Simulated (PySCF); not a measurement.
C₂H₄NO, SMILES [CH2]C(N)=O, multiplicity 2. Atoms are numbered in the order given.

```xyz
8

C      1.1183    -0.7753     0.3923
C      0.0337     0.1250    -0.0025
N     -1.1739    -0.4798    -0.2939
O      0.1869     1.3510    -0.0753
H      2.0887    -0.3176     0.6269
H      1.0040    -1.8687     0.4616
H     -1.9551     0.1210    -0.5550
H     -1.3282    -1.4826    -0.2132
```
Charge 0, spin multiplicity 2.

Geometry optimised at PBE-D3(BJ)/def2-SVP. The isomer is the one that the SMILES or the coordinates give; other isomers of the formula were not compared. Other conformers were not sampled.

Calculation: PBE0/pcH-1 run with PySCF.

Unrestricted Kohn–Sham, ⟨S²⟩ = 0.758. Hyperfine tensors hold the contact and dipolar terms, without spin-orbit corrections.

Task: Estimate the hyperfine couplings. (Estimate from the structure and the level; the computed values follow.)

Result: 
| nucleus | A(iso) (MHz) | A(iso) (G) | dipolar principal values (MHz) |
|---|---|---|---|
| 13C no. 1 | 86.5 | 30.9 | -74.2, -73.6, 147.8 |
| 13C no. 2 | -45.3 | -16.2 | -10.6, 3.4, 7.1 |
| 14N no. 3 | -0.1 | 0.0 | -2.2, -1.6, 3.8 |
| 17O no. 4 | -9.7 | -3.5 | -48.9, 23.6, 25.2 |
| 1H no. 5 | -67.0 | -23.9 | -33.7, -2.2, 36.0 |
| 1H no. 6 | -65.5 | -23.4 | -34.4, -2.1, 36.5 |
| 1H no. 7 | -5.1 | -1.8 | -3.0, -2.2, 5.2 |
| 1H no. 8 | -3.0 | -1.1 | -3.6, -1.5, 5.0 |

Task: And the g tensor (effective nuclear charges for spin-orbit coupling, GIAO)? (The exact figures need the calculation; the answer reports its results.)

Result: principal values 2.0022, 2.0036, 2.0050; isotropic 2.0036.
